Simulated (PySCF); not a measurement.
A side-by-side comparison of computed properties.

First species: C4H5ClO2S2Si.
SMILES: `O=S(=O)(Cl)C1=CC=C([SiH3])S1`

Second species: C9H14S.
SMILES: `C=CC[C@H](C#CC)SCC`

Levels: PBE0/pcSseg-1 for dipole moment, HOMO energy, LUMO energy and HOMO–LUMO gap; GFN2-xTB for rotational constant A and rotational constant C. Geometries: GFN2-xTB. Each structure is a single optimised conformer of the isolated species, non-relativistic unless stated; the electronic structure was computed with PySCF and density fitting.

Dipoles, sizes and rotational constants follow the conformer. The torsions of the flexible species, by atom-mapped SMILES:
- `[O:1]=[S:2](=[O:3])([Cl:4])[c:5]1[cH:6][cH:7][c:8]([SiH3:9])[s:10]1`: O1–S2–C5–C6 22°
- `[CH2:1]=[CH:2][CH2:3][C@H:4]([C:5]#[C:6][CH3:7])[S:8][CH2:9][CH3:10]`: C1–C2–C3–C4 115°, C2–C3–C4–C5 -70°, C3–C4–S8–C9 71°, C4–S8–C9–C10 -99°

**Question.** Which of the two has the higher HOMO energy, and by how much?

**Answer.** The second: -6.26 eV against -8.01 eV, a difference of 1.75 eV.

**Question.** Which of the two has the higher rotational constant A, and by how much?

**Answer.** The first: 1.806 GHz against 1.094 GHz, a difference of 0.712 GHz.

**Question.** Which of the two has the higher rotational constant C, and by how much?

**Answer.** The second: 0.583 GHz against 0.392 GHz, a difference of 0.191 GHz.

**Question.** Which has the higher HOMO–LUMO gap?

**Answer.** The second: 6.31 eV against 5.62 eV, a difference of 0.69 eV.

**Question.** Which of the two has the higher dipole moment, and by how much?

**Answer.** The first: 5.38 D against 2.07 D, a difference of 3.31 D.

**Question.** Which has the higher LUMO energy?

**Answer.** The second: 0.05 eV against -2.39 eV, a difference of 2.44 eV.

On the first: A dipole of 5.38 D is allowed in C1, and pure rotational transitions are dipole-allowed. In atomic units the dipole is 2.12 e·bohr (1 au = 2.5417 D).

On the second: The dipole equals about 6.9 × 10⁻³⁰ C·m (1 D = 3.33564 × 10⁻³⁰ C·m). A dipole of 2.07 D is allowed in C1, and pure rotational transitions are dipole-allowed.
